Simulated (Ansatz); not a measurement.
`F[Si](I)(I)I` + H–F → `F[Si](F)(I)I` + HI at 500 K and 1 bar (ligand exchange at the Si–I bond).

Computed with Ansatz on PBE0-D4/def2-TZVP structures; ΔE is electronic, products minus reactants. CBS: MP2 limit from def2 TZ/QZ plus the TZ coupled-cluster correction, frozen cores. This one scheme is used for every species. Elements past krypton have def2 core potentials. For I outer-core shells are correlated without core-valence functions, which leaves a few kJ/mol of doubt a bond.

```json
{"species": "`F[Si](I)(I)I`", "CCSD(T)/CBS energy (Eh)": "-1281.38131", "H − E (kJ/mol)": "57.7", "S (J/(mol·K))": "445.1"}
{"species": "H–F", "CCSD(T)/CBS energy (Eh)": "-100.39570", "H − E (kJ/mol)": "39.4", "S (J/(mol·K))": "188.7"}
{"species": "`F[Si](F)(I)I`", "CCSD(T)/CBS energy (Eh)": "-1083.76165", "H − E (kJ/mol)": "60.0", "S (J/(mol·K))": "413.3"}
{"species": "HI", "CCSD(T)/CBS energy (Eh)": "-298.03592", "H − E (kJ/mol)": "28.6", "S (J/(mol·K))": "221.6"}
```

H − E and S are ideal-gas, rigid-rotor, harmonic terms from PBE0-D4/def2-TZVP. 1 Eh = 2625.50 kJ/mol, R = 8.31446 J/(mol·K).

Problem. By hand: ΔE, ΔH, ΔS and ΔG.

Solution. ΔE = (-1083.76165) + (-298.03592) − (-1281.38131) − (-100.39570) = -0.02056 Eh = -54.0 kJ/mol. Δ(H − E) = 60.0 + 28.6 − 57.7 − 39.4 = -8.5, so ΔH = -62.5 kJ/mol. ΔS = 413.3 + 221.6 − 445.1 − 188.7 = 1.1 J/(mol·K). ΔG = -62.5 − 500 × (1.1)/1000 = -63.0 kJ/mol.

Problem. By hand: the equilibrium constant, and the temperature at which ΔG would vanish if ΔH and ΔS stayed fixed.

Solution. log₁₀ K = −ΔG/(RT ln 10) = 6.6. ΔH and −TΔS have one sign here, so there is no such temperature. One of them is within its doubt of zero, so this could turn.

The number of gas molecules stays the same, so ΔS is small and ΔH decides. A doubt of 5 kJ/mol in ΔE shifts log₁₀ K by 0.5 here. These are equilibria of isolated gas molecules and say nothing of rates. Largest T1 diagnostic: 0.010 (customary marks: 0.02 for closed shells, 0.045 for open ones).
